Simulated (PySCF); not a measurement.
**Where the electron goes**

Compound: C5H10Se.
Cartesian coordinates in Å at the PBE0-D3(BJ)/def2-SVP level; atoms count from 1:
```xyz
16
C5H10Se angstrom
C      2.4144    0.3711    0.6112
Se     1.9101   -1.3153   -0.2065
C      0.0275   -1.3405    0.3162
C     -0.8084   -0.2444   -0.2801
C     -2.1407    0.0887    0.3307
C     -1.0008    1.0553    0.4470
H      3.4876    0.5050    0.4192
H      2.2472    0.3446    1.6971
H      1.8620    1.2069    0.1636
H     -0.3245   -2.3293   -0.0182
H     -0.0318   -1.3310    1.4165
H     -0.7478   -0.1814   -1.3716
H     -2.9691    0.3324   -0.3393
H     -2.4400   -0.4594    1.2290
H     -0.5273    1.1641    1.4271
H     -1.0345    1.9791   -0.1364
```

Method used: PySCF 2.14.0, density-fitted response routines, TDDFT B3LYP/def2-SVPD, vertical, gas phase, core orbitals frozen in the response. Relativistic effects, spin–orbit coupling among them, are left out although an element past zinc is present.

Kohn–Sham orbitals with the atoms that hold most of them (Löwdin shares over 4%, at most four atoms; ? is withheld):

```
orbital  ε (eV)                            atoms
 HOMO-3   -8.82  Se2 34%, C1 16%, C5 15%, C6 11%
 HOMO-2   -8.19    C6 31%, C4 18%, C5 14%, C3 8%
 HOMO-1   -7.69  Se2 26%, C5 19%, C4 19%, C3 12%
   HOMO   -5.77                                ?
   LUMO       ?                                ?
 LUMO+1    0.44    Se2 30%, C5 8%, C6 8%, H11 7%
 LUMO+2    0.57   Se2 61%, C1 10%, C3 9%, H10 5%
```

Q: Which atoms hold the LUMO, and with what shares?

A: Se2 (bonded to 2 C) 60%; C1 (bonded to Se and 3 H) 10%; C3 (bonded to C, Se and 2 H) 6%. By element: selenium 60%, carbon 17% or more.

Q: Give the leading atoms of the HOMO.

A: Se2 (bonded to 2 C) 72%; C1 (bonded to Se and 3 H) 10%; C3 (bonded to C, Se and 2 H) 8%. By element: selenium 72%, carbon 18% or more.

Q: What is the LUMO energy, and the HOMO–LUMO gap?

A: ε(LUMO) = -0.06 eV; the gap is 5.71 eV (0.2097 hartree).

Q: The HOMO–LUMO gap is 5.71 eV. Where does the response calculation put the lowest singlet, and from which orbitals?

A: S1 is at 4.60 eV (f = 0.0003), 1.11 eV below the gap, made of HOMO→LUMO (97%). 

Q: One configuration dominates each of S1 and S3. Which, and how do the shares of the two leading atoms of either orbital change from the occupied to the empty one?

A: 
- S1 (4.60 eV, f 0.0003), HOMO→LUMO (97%): Se2 72% → 60%, C1 10% → 10%
- S3 (5.43 eV, f 0.0051), HOMO→LUMO+1 (96%): Se2 72% → 30%, C1 10% → at most 8%, C5 at most 4% → 8%

One conformer stands for the species.
